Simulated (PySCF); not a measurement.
# Sb⁺ (antimony, charge +1) across methods

[Kr] 4d10 5s1 5p3, high-spin 5S determinant (an excited configuration). Calculation: PySCF 2.14, in x2c-QZVPPall with one added diffuse shell each of s, p, d, f type (14s10p8d5f1g, 128 functions); the spin-free X2C one-electron Hamiltonian (Gaussian nucleus).

```json
{"method": "LDA", "E (hartree)": "-6474.07", "mean ε 4d β (eV)": "-42.826", "mean ε 5s α (eV)": "-22.639", "mean ε 5p α (eV)": "-13.723", "Σ⟨r²⟩ (bohr²)": "48.92", "⟨S²⟩": "6.001"}
{"method": "UHF", "E (hartree)": "-6477.57182", "mean ε 4d β (eV)": "-53.297", "mean ε 5s α (eV)": "-29.672", "mean ε 5p α (eV)": "-17.849", "Σ⟨r²⟩ (bohr²)": "49.27", "⟨S²⟩": "6.004"}
{"method": "PBE0", "E (hartree)": "-6479.91", "mean ε 4d β (eV)": "-45.615", "mean ε 5s α (eV)": "-24.469", "mean ε 5p α (eV)": "-14.832", "Σ⟨r²⟩ (bohr²)": "48.85", "⟨S²⟩": "6.002"}
{"method": "r2SCAN", "E (hartree)": "-6480.28", "mean ε 4d β (eV)": "-43.448", "mean ε 5s α (eV)": "-23.275", "mean ε 5p α (eV)": "-14.054", "Σ⟨r²⟩ (bohr²)": "48.71", "⟨S²⟩": "6.003"}
{"method": "revPBE", "E (hartree)": "-6480.09", "mean ε 4d β (eV)": "-42.614", "mean ε 5s α (eV)": "-22.435", "mean ε 5p α (eV)": "-13.614", "Σ⟨r²⟩ (bohr²)": "48.93", "⟨S²⟩": "6.002"}
{"method": "PBE", "E (hartree)": "-6479.82", "mean ε 4d β (eV)": "-42.662", "mean ε 5s α (eV)": "-22.474", "mean ε 5p α (eV)": "-13.636", "Σ⟨r²⟩ (bohr²)": "48.97", "⟨S²⟩": "6.002"}
{"method": "LC-wPBE", "E (hartree)": "-6479.80", "mean ε 4d β (eV)": "-48.046", "mean ε 5s α (eV)": "-28.064", "mean ε 5p α (eV)": "-17.545", "Σ⟨r²⟩ (bohr²)": "48.72", "⟨S²⟩": "6.002"}
```

Task: Estimate the same row for BHandHLYP.

Result: E (hartree) = -6480.25; mean ε 4d β (eV) = -48.401; mean ε 5s α (eV) = -26.108; mean ε 5p α (eV) = -15.664; Σ⟨r²⟩ (bohr²) = 48.93; ⟨S²⟩ = 6.001.
